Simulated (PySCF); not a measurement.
**Running PySCF for AlSe⁺**

The script input.py:

```python
from pyscf import gto, scf, solvent

mol = gto.M(
    atom='Al 0 0 0; Se 0 0 2.41',
    basis='ano-rcc-vdzp',
    charge=1,
    spin=2,
    verbose=4,
)
mf = scf.UHF(mol)
mf = mf.sfx2c1e()
mf = mf.density_fit(auxbasis='def2-universal-jkfit')
mf = solvent.PCM(mf)
mf.with_solvent.eps = 4.71
mf.kernel()
mf.analyze()
print('orbital energies (hartree):', [e[max(0, n-3):n+3].round(4) for e, n in zip(mf.mo_energy, mol.nelec)])
```

```bash
$ python input.py
```

It prints (some set-up lines and the per-cycle HOMO/LUMO lines with their warnings removed):

```
PySCF version 2.14.0

[INPUT] verbose = 4
[INPUT] num. atoms = 2
[INPUT] num. electrons = 46
[INPUT] charge = 1
[INPUT] spin (= nelec alpha-beta = 2S) = 2
[INPUT] symmetry False subgroup None
[INPUT] Mole.unit = angstrom
[INPUT] Symbol           X                Y                Z      unit          X                Y                Z       unit  Magmom
[INPUT]  1 Al     0.000000000000   0.000000000000   0.000000000000 AA    0.000000000000   0.000000000000   0.000000000000 Bohr   0.0
[INPUT]  2 Se     0.000000000000   0.000000000000   2.410000000000 AA    0.000000000000   0.000000000000   4.554239960202 Bohr   0.0

nuclear repulsion = 97.0524179363651
number of shells = 6
number of NR pGTOs = 204
number of NR cGTOs = 45
basis = ano-rcc-vdzp
ecp = {}

******** <class 'pyscf.solvent._attach_solvent.PCMDFsfX2C1eUHF'> ********
method = PCMDFsfX2C1eUHF
initial guess = minao
damping factor = 0
level_shift factor = 0
DIIS = <class 'pyscf.scf.diis.CDIIS'>
diis_start_cycle = 1
diis_space = 8
diis_damp = 0
SCF conv_tol = 1e-09
SCF conv_tol_grad = None
SCF max_cycles = 50
direct_scf = False
number electrons alpha = 24  beta = 22

******** <class 'pyscf.x2c.sfx2c1e.SpinFreeX2CHelper'> ********
approx = 1e
xuncontract = 1
******** <class 'pyscf.solvent.pcm.PCM'> (In testing) ********

WARN: PCM is an experimental feature. It is still in testing.
Features and APIs may be changed in the future.

lebedev_order = 29 (302 grids per sphere)
eps = 4.71
frozen = False
Set gradient conv threshold to 3.16228e-05
******** <class 'pyscf.df.df.DF'> ********
auxbasis = def2-universal-jkfit
PCM E_diel = -0.000328004184235219
Solvent Energy = -0.000328004184235219
init E= -2670.32436668839

PCM E_diel = -0.104533186838888
Solvent Energy = -0.104533186838888
cycle= 1 E= -2670.25727355789  delta_E= 0.0671  |g|= 0.148  |ddm|= 1.44
PCM E_diel = -0.0957017052196531
Solvent Energy = -0.0957017052196531
cycle= 2 E= -2670.28549805767  delta_E= -0.0282  |g|= 0.0504  |ddm|= 0.385
PCM E_diel = -0.0956222630897347
Solvent Energy = -0.0956222630897347
cycle= 3 E= -2670.2891162745  delta_E= -0.00362  |g|= 0.0214  |ddm|= 0.147
PCM E_diel = -0.095427623369267
Solvent Energy = -0.095427623369267
cycle= 4 E= -2670.2903938691  delta_E= -0.00128  |g|= 0.00816  |ddm|= 0.102
PCM E_diel = -0.0955292419459737
Solvent Energy = -0.0955292419459737
cycle= 5 E= -2670.29065126423  delta_E= -0.000257  |g|= 0.00285  |ddm|= 0.048
PCM E_diel = -0.095650486391856
Solvent Energy = -0.095650486391856
cycle= 6 E= -2670.2906850977  delta_E= -3.38e-05  |g|= 0.00158  |ddm|= 0.0145
PCM E_diel = -0.0957268217157075
Solvent Energy = -0.0957268217157075
cycle= 7 E= -2670.29069771893  delta_E= -1.26e-05  |g|= 0.000888  |ddm|= 0.00991
PCM E_diel = -0.0958253477774648
Solvent Energy = -0.0958253477774648
cycle= 8 E= -2670.29070334379  delta_E= -5.62e-06  |g|= 0.000348  |ddm|= 0.00914
PCM E_diel = -0.0958773684525367
Solvent Energy = -0.0958773684525367
cycle= 9 E= -2670.29070416732  delta_E= -8.24e-07  |g|= 0.00013  |ddm|= 0.00368
PCM E_diel = -0.0958954561394681
Solvent Energy = -0.0958954561394681
cycle= 10 E= -2670.29070426501  delta_E= -9.77e-08  |g|= 5.59e-05  |ddm|= 0.00105
PCM E_diel = -0.0959026634233985
Solvent Energy = -0.0959026634233985
cycle= 11 E= -2670.29070428173  delta_E= -1.67e-08  |g|= 1.74e-05  |ddm|= 0.000441
PCM E_diel = -0.0959032028851029
Solvent Energy = -0.0959032028851029
cycle= 12 E= -2670.29070428294  delta_E= -1.21e-09  |g|= 5.5e-06  |ddm|= 9.84e-05
PCM E_diel = -0.0959030073218858
Solvent Energy = -0.0959030073218858
cycle= 13 E= -2670.29070428305  delta_E= -1.05e-10  |g|= 1.89e-06  |ddm|= 2.45e-05
PCM E_diel = -0.0959029664423764
Solvent Energy = -0.0959029664423764
Extra cycle  E= -2670.29070428306  delta_E= -1.09e-11  |g|= 1.13e-06  |ddm|= 4.99e-06
converged SCF energy = -2670.29070428306  <S^2> = 2.0409535  2S+1 = 3.0271792
**** SCF Summaries ****
Total Energy =                       -2670.290704283057494
Nuclear Repulsion Energy =              97.052417936365146
One-electron Energy =                -3900.322978492484253
Two-electron Energy =                 1133.075759239504123
Two-electron Coulomb Energy =         1237.987592636984800
DFT Exchange-Correlation Energy =     -104.911833397480677
**** MO energy ****
                             alpha | beta                alpha | beta
[13 lines left out]
MO #14  energy= -3.36920087129181  | -3.36272729074544  occ= 1 | 1
MO #15  energy= -2.65438713650218  | -2.6436927504929   occ= 1 | 1
MO #16  energy= -2.65388488074863  | -2.64315707316046  occ= 1 | 1
MO #17  energy= -2.64370235730353  | -2.6360918437222   occ= 1 | 1
MO #18  energy= -2.63974551035597  | -2.63535328879532  occ= 1 | 1
MO #19  energy= -2.63758052141627  | -2.63344132740383  occ= 1 | 1
MO #20  energy= -1.01053265609962  | -0.876835920633994 occ= 1 | 1
MO #21  energy= -0.57395418130033  | -0.490551644488176 occ= 1 | 1
MO #22  energy= -0.493651786519028 | -0.407038792160702 occ= 1 | 1
MO #23  energy= -0.437816772649908 | -0.0938096580596328 occ= 1 | 0
MO #24  energy= -0.429611516613265 | -0.07912356669233  occ= 1 | 0
MO #25  energy= -0.0248125510410802 | 0.0125008063880601 occ= 0 | 0
MO #26  energy= -0.0195705971025071 | 0.0361481436788327 occ= 0 | 0
MO #27  energy= 0.0652339114685694 | 0.11434615765012   occ= 0 | 0
[18 lines left out]

To work with the spin densities directly, `use mulliken_meta_spin()` only printing them here.

 ** Mulliken spin pop alpha/beta on meta-lowdin orthogonal AOs **
 ** Mulliken Spin Density (per AO)  **
 ** Mulliken Spin Density (per atom)  **
spin density of  0 Al =      0.64965
spin density of  1 Se =      1.35035
 ** Mulliken pop alpha/beta on meta-lowdin orthogonal AOs **
 ** Mulliken pop       alpha | beta **
pop of  0 Al 1s        1.00000 | 0.99999
pop of  0 Al 2s        0.99994 | 0.99959
pop of  0 Al 3s        0.88131 | 0.49312
pop of  0 Al 4s        0.00513 | 0.00279
pop of  0 Al 2px       1.00000 | 1.00000
pop of  0 Al 2py       1.00000 | 1.00000
pop of  0 Al 2pz       1.00000 | 1.00000
pop of  0 Al 3px       0.05184 | 0.06588
pop of  0 Al 3py       0.03452 | 0.00030
pop of  0 Al 3pz       0.35099 | 0.11388
pop of  0 Al 4px       0.00015 | 0.00009
pop of  0 Al 4py       0.00025 | 0.00000
[33 lines left out]
In total            24.00000 | 22.00000
 ** Mulliken atomic charges   ( Nelec_alpha | Nelec_beta ) **
charge of  0Al =      0.97852  (     6.33557      5.68592 )
charge of  1Se =      0.02148  (    17.66443     16.31408 )
Dipole moment(X, Y, Z, Debye): -0.00000, -0.00000,  0.18367
orbital energies (hartree): [array([-0.4937, -0.4378, -0.4296, -0.0248, -0.0196,  0.0652]), array([-0.8768, -0.4906, -0.407 , -0.0938, -0.0791,  0.0125])]
```

In short: E(SCF) = -2670.290704 Eh, 13 cycles, ⟨S²⟩ = 2.041.

Wall time 12 s on one thread of a shared host.

The bond length is a typed value, not an optimised one. The dipole of an ion depends on the origin. No search for the lowest solution was made.
